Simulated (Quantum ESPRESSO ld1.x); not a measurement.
Task: Sb4+, 47 electrons, occupied as [Kr] 4d10 5s1. Method: Dirac Kohn-Sham, LDA (Slater exchange, Perdew-Zunger correlation), spin-unpolarised, spherical densities, point nucleus; computed with ld1.x of Quantum ESPRESSO 7.5.

Spin-orbit splittings of the eigenvalues, e(l+1/2) - e(l-1/2), with zeta = 2 splitting/(2l+1) and mean radii in bohr:

| shell | occ. | splitting (eV) | zeta (eV) | <r> j=l-1/2 | <r> j=l+1/2 |
|---|---|---|---|---|---|
| 2p | 6 | ? | ? | 0.1033 | 0.1088 |
| 3p | 6 | 46.40 | 30.93 | 0.3212 | 0.3325 |
| 3d | 10 | 9.654 | 3.861 | 0.3035 | 0.3071 |
| 4p | 6 | 8.711 | 5.807 | 0.8304 | 0.8596 |
| 4d | 10 | 1.285 | 0.5138 | 1.006 | 1.018 |

Estimate the 2p splitting.

Result: 251.5 eV (zeta = 167.7 eV).
